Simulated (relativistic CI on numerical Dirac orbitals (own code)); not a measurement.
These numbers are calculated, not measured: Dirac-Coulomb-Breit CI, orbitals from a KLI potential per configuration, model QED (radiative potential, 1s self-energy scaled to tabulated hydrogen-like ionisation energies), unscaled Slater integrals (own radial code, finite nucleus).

The strongest absorption lines from the ground level of an ion, among the configurations computed and to levels below about 2700 eV (vacuum wavelength in Å, gf): 4.6139 (0.18), 4.6217 (0.18), 13.809 (0.92), 14.481 (0.94), 26.036 (0.75), 26.098 (0.83), 26.268 (0.62), 26.283 (0.43).

Task: Which ion is it?
A. Tl⁶¹⁺
B. Lu⁵¹⁺
C. Tl⁵⁹⁺
D. Os⁵⁶⁺

Result: A. Tl⁶¹⁺ has 20 electrons and the ground level 3s²3p⁶3d² ³F2; the strongest line goes to 3s²3p⁵3d³ ³F°2. The pattern of lines fixes the number of electrons, and along that sequence the line energies rise steadily with the charge (about as its square where n changes within one kind of shell, about linearly where n is kept but much faster in heavy ions where fine structure, which grows about as Z⁴, sets the gap, and irregularly where shells cross), which fixes Z. Configurations outside the model, such as inner-shell arrays, can give stronger lines. At this charge energies of transitions that change n are usually good to better than 1 %, and those within a shell (Δn = 0) to a few per cent.

LS names give the leading component of a level, which can be under half, so a name can repeat, a term be missing and a line seem to break the LS rules.
